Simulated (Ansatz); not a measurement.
Isolated molecules relaxed with PBE0-D4/def2-TZVP in Ansatz; ΔE leaves out vibrations. CCSD(T)/CBS is the MP2 limit (def2-TZVPP, def2-QZVPP) plus CCSD(T) − MP2 in def2-TZVPP, frozen cores. This one scheme is used for every species, atoms too. Functionals use def2-TZVPP. B3LYP here is the variant with VWN-RPA as its local correlation; programs differ in this. Open shells (•) are unrestricted, without spin–orbit coupling. Spin–orbit coupling would lower the free atoms: a little for C, O, Si. Each species was taken in one conformer, which may not be the lowest.

`C=C[SiH2][SiH2]O` → 2 C• + 8 H• + O• + 2 Si•  (atomization)

| level | ΔE (kJ/mol) | difference from CCSD(T)/CBS |
| --- | --- | --- |
| PBE-D4 | 4722.1 | 27.7 |
| r2SCAN-D4 | 4688.7 | -5.7 |
| PBE0-D4 | 4664.5 | -29.9 |
| B3LYP-D4 | 4683.9 | -10.5 |
| ωB97X-V | 4702.6 | 8.2 |
| ωB97M-V | 4690.7 | -3.7 |
| B2PLYP | 4631.0 | -63.4 |
| PBE | 4694.4 | 0.0 |
| r2SCAN | 4681.7 | -12.7 |
| PBE0 | 4640.8 | -53.6 |
| B3LYP | 4639.4 | -55.0 |
| HF/def2-TZVPP | 3491.8 | -1202.6 |
| MP2/def2-TZVPP | 4610.0 | -84.4 |
| SCS-MP2/def2-TZVPP | 4615.8 | -78.6 |
| CCSD/def2-TZVPP | 4513.4 | -181.0 |
| CCSD(T)/def2-TZVPP | 4572.6 | -121.8 |
| HF/def2-QZVPP | 3499.5 | -1194.9 |
| MP2/def2-QZVPP | 4682.6 | -11.8 |
| SCS-MP2/def2-QZVPP | 4697.5 | 3.1 |
| HF/CBS(def2) | 3500.7 | -1193.7 |
| MP2/CBS(def2) | 4731.9 | 37.5 |
| CCSD/CBS(def2) | 4635.3 | -59.1 |
| CCSD(T)/CBS | 4694.4 | 0 |

Largest T1 diagnostic among the species: 0.012.

From PBE to PBE0 (25 % exact exchange), in def2-TZVPP and without D4, ΔE moves by −53.6 kJ/mol: exact exchange takes away binding that semilocal exchange gives to molecules. In def2-TZVPP, CCSD(T) changes the Hartree–Fock value by +1080.7 kJ/mol (the triples alone add +59.2 kJ/mol) and MP2 by +1118.2 kJ/mol; breaking electron pairs costs correlation energy, which Hartree–Fock lacks.

For atomizations the MP2-based limit and the directly extrapolated one differ by several kJ/mol either way, and by 10 to 25 for some Ge, Se and Sn compounds, so smaller differences from it don't rank the levels.
